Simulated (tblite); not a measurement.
C5H11F3P (charge +1).
SMILES with atom numbers: `[CH3:1][PH+:2]([CH3:3])[CH2:4][CH2:5][C:6]([F:7])([F:8])[F:9]` (hydrogens: H10, H11, H12 on C1; H13 on P2; H14, H15, H16 on C3; H17, H18 on C4; H19, H20 on C5)

A start from a force field or distance geometry was refined with GFN2-xTB geometry optimisation, gas phase in tblite 0.8.0. Values at the start:

```csv
coordinate,start
C1–P2,1.846 Å
C1–H10,1.096 Å
P2–C4,1.794 Å
P2–H13,1.404 Å
C4–C5,1.489 Å
C4–H17,1.122 Å
C5–C6,1.492 Å
C5–H19,1.104 Å
C6–F7,1.374 Å
C6–F8,1.394 Å
C6–F9,1.389 Å
C1–P2–C3,102.7°
C4–C5–C6,116.5°
C5–C6–F7,109.7°
C5–C6–F8,107.2°
C5–C6–F9,112.5°
F7–C6–F8,106.6°
F7–C6–F9,111.8°
F8–C6–F9,108.9°
C1–P2–C4–C5,178°
P2–C4–C5–C6,-60°
C4–C5–C6–F7,-59°
```

Problem. How do these coordinates change at the GFN2-xTB level?

Solution. 
```tsv
coordinate	GFN2-xTB (Å or °)	change
C6–F8	1.317	-0.077
C1–P2	1.803	-0.043
C4–C5	1.529	+0.040
C6–F7	1.338	-0.036
P2–C4	1.830	+0.036
P2–H13	1.374	-0.030
C6–F9	1.362	-0.027
C5–C6	1.518	+0.026
C4–H17	1.096	-0.026
C5–H19	1.092	-0.012
C1–H10	1.090	-0.006
C1–P2–C3	109.6	+6.9
F7–C6–F9	105.1	-6.7
C5–C6–F8	113.8	+6.6
C4–C5–C6	110.2	-6.3
C5–C6–F9	109.1	-3.4
C5–C6–F7	111.9	+2.2
F7–C6–F8	108.8	+2.2
F8–C6–F9	107.6	-1.3
C4–C5–C6–F7	-47	+12
P2–C4–C5–C6	-50	+10
C1–P2–C4–C5	-178	+4
```

The energy falls by 0.606 eV over 87 L-BFGS steps, the largest force on an atom goes from 2.06 to 0.008 eV/Å, and the atoms move by 0.389 Å rms after alignment. The bond that changes most is C6–F8 (CF3 carbon to fluorine of a CF3 group), which shortens by 0.077 Å. Bonds longer at the end by more than 0.005 Å: 3 of 19; shorter: 14. Among the dihedrals that turn most is H11–C1–P2–C4, from 152° to -178°. Rotational constants go from 2539, 730.8, 685.3 to 2574, 816.1, 758.6 MHz.

The run took 0.68 s wall on an Arm Neoverse V1 with one thread, no GPU, on a shared host.

Its GFN2-xTB frequencies are all real (lowest 34 cm⁻¹). 3 starts were optimised and ended at 0.00, 0.02 and 5.83 kcal/mol (GFN2-xTB); the lowest of these is shown.

One conformer stands for the species.

All values are computed, not measured.
